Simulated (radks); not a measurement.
Results of a calculation; reference values are marked as such.
Task: These are the eigenvalues of the occupied orbitals of an atom or ion with whole-number occupations (eV). Code: a radial shooting solver on a logarithmic mesh with Libxc functionals. Model: scalar-relativistic Kohn-Sham, LDA (Slater exchange, Perdew-Wang correlation), spin-polarised, spherical densities, finite nucleus; Fermi nuclear charge, rms radius of each element as measured or else 0.836 A^(1/3) + 0.57 fm.

orbital  eigenvalue
1s up     -73784.83
1s down   -73784.83
2s up     -12852.50
2s down   -12852.29
2p up     -11199.43
2p down   -11199.26
3s up     -2990.404
3s down   -2990.305
3p up     -2504.795
3p down   -2504.691
3d up     -1960.284
3d down   -1960.130
4s up     -630.2681
4s down   -630.0565
4p up     -470.8527
4p down   -470.6392
4d up     -272.6286
4d down   -272.3713
5s up      -92.3582
5s down    -90.7270
4f up      -52.2798
4f down    -51.8582
5p up      -51.8128
5p down    -49.8017
5d up       -7.3192
6s up       -6.8661
6s down     -5.6952
5d down     -5.1822

Which element is it, and in what charge state? The configuration may be excited. Open shells, if any, are filled with parallel spins first.

Result: Z = 76, osmium, charge 0: Os in [Xe] 4f14 5d6 6s2. The list shows which subshells hold electrons but not how many an open one holds; the 1s level, -2711.5 hartree, gives Z - s = 73.6 by -(Z - s)^2/2, which with screening and relativity narrows Z to a few neighbours, and the depths of the outer levels then fix element, charge and occupations together.
